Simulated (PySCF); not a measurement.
Nuclear quadrupole coupling in `C=CP1CC=C(OC)C1`

C7H11OP.
Cartesian coordinates in Å at the PBE0-D3(BJ)/def2-SVP level; atoms count from 1:
```
atom  x, y, z in Å
C1    -3.2792   -0.8304    1.0921
C2    -2.0395   -0.5817    0.6626
P3    -1.6814   -0.2702   -1.1046
C4    -0.1959   -1.4154   -1.2663
C5     0.9895   -0.6571   -0.7505
C6     0.7987    0.6627   -0.5611
O7     1.6882    1.5796   -0.1476
C8     2.9870    1.1351    0.1324
C9    -0.5584    1.2125   -0.8839
H10   -4.1261   -0.8491    0.3976
H11   -3.4964   -1.0245    2.1477
H12   -1.2024   -0.5677    1.3752
H13   -0.3999   -2.3440   -0.7069
H14   -0.0758   -1.7113   -2.3250
H15    1.9480   -1.1554   -0.5900
H16    3.5669    2.0110    0.4503
H17    3.4611    0.6888   -0.7601
H18    2.9888    0.3844    0.9426
H19   -0.5217    1.8104   -1.8112
H20   -0.9310    1.8791   -0.0899
```

Field gradients from the PBE0/pcSseg-1 density (PySCF, non-relativistic), principal values in atomic units, ordered |Vxx| ≤ |Vyy| ≤ |Vzz|:

```csv
atom,Vxx,Vyy,Vzz
O7,-0.3397,-1.5348,1.8744
```

Q: Find the asymmetry η = (Vxx − Vyy)/Vzz and the couplings χ = eQV/h (234.96 MHz × Q in barn × V in au), with Q(17O) = −0.0256 b.

A: 
```tsv
atom	environment	nucleus	η	χzz (MHz)	χxx (MHz)	χyy (MHz)
O7	ether oxygen	17O	0.64	-11.27	2.04	9.23
```

The tensor is traceless: Vxx + Vyy + Vzz = 0.

Q: What is Vzz at O7 in SI units (1 au = 9.71736 × 10²¹ V/m²)?

A: 1.8744 au = 18.215 × 10²¹ V/m².

Q: What couplings would deuterons (Q(2H) = 0.00286 b) have in place of the hydrogens, at this geometry?

A: 
```tsv
atom	bonded to	bond length (Å)	Vzz (au)	η	χzz (kHz)
H10	C1	1.095	0.2996	0.04	201
H11	C1	1.095	0.3030	0.04	204
H12	C2	1.099	0.2951	0.04	198
H13	C4	1.103	0.2875	0.02	193
H14	C4	1.106	0.2849	0.01	191
H15	C5	1.092	0.3125	0.10	210
H16	C8	1.097	0.2892	0.08	194
H17	C8	1.105	0.2744	0.08	184
H18	C8	1.105	0.2747	0.08	185
H19	C9	1.104	0.2873	0.02	193
H20	C9	1.102	0.2893	0.02	194
```

The structure is a single PBE0-D3(BJ)/def2-SVP conformer in the gas phase; no vibrational or solvent corrections. These gradients aren't converged with respect to the basis.
